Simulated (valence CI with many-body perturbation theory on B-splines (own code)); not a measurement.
# Cu²²⁺ in brief

Calculated by configuration interaction combined with many-body perturbation theory (CI+MBPT): five valence electrons over a frozen Dirac-Fock core [He], radial functions for each j: 9 s, 9 p, 8 d, 6 f, 3 g, 1 h, with the one-electron correlation potential Σ1 (screened to all orders), the two-electron term Σ2, the three-electron term Σ3, Breit, model QED; selected single and double excitations, second order for the rest (own B-spline code, finite nucleus).

No measured spectrum was set against this ion. As an estimate, levels of excited configurations hold to 0.05 to 0.15 % of their energy, terms of the ground configuration to about 0.5 %. Among the levels kept, up to 2800 cm⁻¹ of a level comes from second order outside the variational space, and about a tenth of that is noise between levels of different J, which matters for small intervals.

Names give the largest LS component (configuration and term), which can be under half, so a name can repeat, a term be missing and a line seem to break the LS rules; names also repeat where a configuration has a term twice.

Rates and lifetimes use the calculated energies. Strong lines usually hold to 10 to 20 %, long lifetimes can be off by a factor of two.

(1) What is the ground level?

(2) What is the ionisation energy?

(3) Name the longest-lived excited levels whose lifetime is computed, and their main decay.

(4) Where does the other parity begin?

(5) What are the static dipole polarisabilities of the lowest levels?

Answers

(1) 2s²2p³ ⁴S°_3/2, composition 76 % 2s²2p³ ⁴S° + 18 % 2s²2p³ ²P° + 6 % 2s²2p³ ²D°, g = 1.804.

(2) 2042.8 eV; NIST lists 2044 ± 6 eV (semi-empirical).

(3) 2s²2p³ ²D°_5/2 at 230.36 × 10³ cm⁻¹ lives 106 μs, mostly by M1 to 2s²2p³ ⁴S°_3/2; 2s²2p³ ²D°_3/2 at 171.18 × 10³ cm⁻¹ lives 15.9 μs, mostly by M1 to 2s²2p³ ⁴S°_3/2; 2s²2p³ ²P°_1/2 at 328.56 × 10³ cm⁻¹ lives 7.99 μs, mostly by M1 to 2s²2p³ ⁴S°_3/2.

(4) At 2s2p⁴ ⁴P_5/2, 900.55 × 10³ cm⁻¹.

(5) 2s²2p³ ⁴S°_3/2 0.00676 (tensor 0.00024); 2s²2p³ ²D°_3/2 0.00634 (tensor 0.0012); 2s²2p³ ²D°_5/2 0.00630 (tensor 0.00045); 2s²2p³ ²P°_1/2 0.00558 bohr³, of which the core gives 1.28e-05.
